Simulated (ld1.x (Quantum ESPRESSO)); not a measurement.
# gold: one change to a PAW potential, before and after

* Element: Au (Z = 79)
* Generator: ld1.x (Quantum ESPRESSO) 7.5
* Type: PAW
* Functional: PBE
* Relativity: non-relativistic
* Frozen core: [Kr] 4d10 4f14 5s2
* Valence charge: 17
* Reference configuration: 5p6 5d9 6s0 6p0 (charge +2)
* Partial waves: 6s (bound, empty): rcut 2.40, rcutus 2.55 bohr; 6s channel at 2.1 Ry: rcut 2.40, rcutus 2.55 bohr; 5p (bound): rcut 1.70, rcutus 2.30 bohr; 6p (bound, empty): rcut 1.70, rcutus 2.30 bohr; 5d (bound): rcut 1.35, rcutus 1.55 bohr; 5d channel at -1.35 Ry: rcut 1.35, rcutus 1.55 bohr
* Local potential: all-electron potential smoothed inside 1.65 bohr (lloc = -1)
* Core correction: Bessel-smoothed model core inside 0.95 bohr
* Augmentation charge: GAUSS, radius 1.30 bohr

Change: local potential all-electron potential smoothed inside 1.85 bohr (lloc = -1).

Cutoffs: the cutoffs (Ry, on a coarse ladder) from which the occupation-weighted sum of valence levels, in a spherical-Bessel basis at the reference potential, stays within 10 and 1 mRy of its value at 400 Ry; they do not see the model core or the augmentation charge, which bear on the density cutoff. Errors are all-electron minus pseudo energies relative to the spin-unpolarised reference configuration.

Question: What does the change do?

Answer: The potential gets neither clearly harder nor softer (45 Ry and 80 Ry → 45 Ry and 80 Ry); both files keep a bound ghost (s); of the 7 tests that both files solve, the error grows in 1 and shrinks in 2 by more than 15 % and 0.3 meV (median size 15.6 → 5.3 meV).

```csv
quantity,base,changed
"cutoff, loose",45 Ry,45 Ry
"cutoff, tight",80 Ry,80 Ry
bound ghosts,s,s
"error for 5p6 5d10 6s1 6p0, meV [ΔE -29.14 eV]",+17,-0.3
"error for 5p6 5d10 6s0 6p0, meV [ΔE -21.86 eV]",-6.8,-7.2
"error for 5p6 5d8 6s0 6p0, meV [ΔE 34.79 eV]",-16,-17
"error for 5p6 5d7 6s0 6p0, meV [ΔE 83.64 eV]",-87,-92
"error for 5p6 5d10 6s0 6p1, meV [ΔE -25.69 eV]",-3.0,-2.7
"error for 5p6 5d10 6s0.5 6p0, meV [ΔE -26.31 eV]",+2.8,-4.1
"error for 5p6 5d9 6s1 6p1, meV [ΔE -20.26 eV]",+27,+5.3
s: phases at 2.75 bohr within 0.05 rad from the reference energy up to (Ry; the scan ends near 5),3.8,n/a
p: phases at 2.75 bohr within 0.05 rad from the reference energy up to (Ry; the scan ends near 5),2.6,2.2
d: phases at 2.75 bohr within 0.05 rad from the reference energy up to (Ry; the scan ends near 5),to the end of the scan,to the end of the scan
lowest overlap eigenvalue by channel,"s 0.35, p 0.67, d 0.79","s 0.47, p 0.67, d 0.94"
```

 A true bound ghost makes a file unfit for plane-wave use even where its test errors are small: the radial tests pick states by their node count and pass the ghost by.
